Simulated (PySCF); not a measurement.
# Working out the ionisation energy of B⁺

B⁺ [He] 2s2 (1S) → B²⁺ [He] 2s1 (2S). Calculation: PySCF 2.14, in x2c-TZVPPall with one added diffuse shell each of s, p, d type (6s4p3d1f, 40 functions); scalar relativity by spin-free X2C-1e. Frozen: nothing. Energies in hartree (1 hartree = 27.21139 eV):

```tsv
part	B⁺ (lower)	B²⁺ (upper)
UHF	-24.243659	-23.381996
CCSD correlation	-0.074819	-0.015701
(T)	-0.000259	-0.000008
```

What does Hartree-Fock give?

(-23.381996) − (-24.243659) = 0.861663 hartree = 23.447 eV.

What do CCSD and CCSD(T) give?

The CCSD correlation energies differ by 0.059118 hartree = 1.609 eV and the triples by 0.000251 hartree = 0.007 eV, so CCSD gives 25.056 eV and CCSD(T) 25.063 eV.

Measured between the centres of the two terms (NIST): 25.155 eV, so CCSD(T) (valence and next inner shell) is off by -0.092 eV.

What remains against the reference includes basis incompleteness and higher excitations.
